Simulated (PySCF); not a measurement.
A side-by-side comparison of computed properties.

First species: C2H6F2Si.
InChI=1S/C2H6F2Si/c3-1-2-5-4/h1-2,5H2

Second species: C4H8O2S.
SMILES: `C[C@@H]1CCS1(=O)=O`

Levels: PBE0/def2-SVPD for dipole moment, HOMO energy, LUMO energy, HOMO–LUMO gap, static isotropic polarisability and electronic spatial extent ⟨r²⟩ about the centre of nuclear charge; TDDFT PBE0/def2-SVPD for lowest singlet excitation; TDA PBE0/def2-SVPD for lowest triplet excitation (Tamm–Dancoff); GFN2-xTB for rotational constant A and rotational constant C. Geometries: GFN2-xTB. Each structure is a single optimised conformer of the isolated species, non-relativistic unless stated. Electronic properties by PySCF.

Dipoles, sizes and rotational constants follow the conformer. The torsions of the flexible species, by atom-mapped SMILES:
- `[F:1][CH2:2][CH2:3][SiH2:4][F:5]`: F1–C2–C3–Si4 -55°, C2–C3–Si4–F5 -175°

(1) Which has the higher static isotropic polarisability?

(2) Which of the two has the higher LUMO energy, and by how much?

(3) Which of the two has the higher S1 energy, and by how much?

(4) Which of the two has the higher ⟨r²⟩, and by how much?

(5) Which has the higher rotational constant C?

(6) Which of the two has the higher HOMO energy, and by how much?

(7) Which of the two has the higher rotational constant A, and by how much?

(8) Which of the two has the higher dipole moment, and by how much?

## Answers

(1) The second: 71.2 au against 51.0 au, a difference of 20.2 au.

(2) The second: 0.29 eV against 0.03 eV, a difference of 0.26 eV.

(3) The first: 7.55 eV against 7.41 eV, a difference of 0.14 eV.

(4) The second: 794 bohr² against 678 bohr², a difference of 116 bohr².

(5) The second: 1.831 GHz against 1.667 GHz, a difference of 0.164 GHz.

(6) The second: -8.26 eV against -8.94 eV, a difference of 0.68 eV.

(7) The first: 10.318 GHz against 3.183 GHz, a difference of 7.135 GHz.

(8) The second: 5.12 D against 1.93 D, a difference of 3.19 D.

On the first: No computed singlet falls in the visible range (750 to 380 nm, 1.65 to 3.26 eV); S1 lies 4.29 eV above its blue end. The vertical singlet–triplet gap S1 − T1 is 0.41 eV (TDDFT singlet less Tamm–Dancoff triplet; S1: HOMO→LUMO, weight 0.98; T1: HOMO→LUMO, weight 0.95).

On the second: The polarisability is 10.56 Å³ as a volume (1 au = 0.148185 Å³), or 1.11 au for each of the 64 electrons. The dipole matches unit charges of opposite sign 1.07 Å apart (1 e·Å = 4.8032 D).
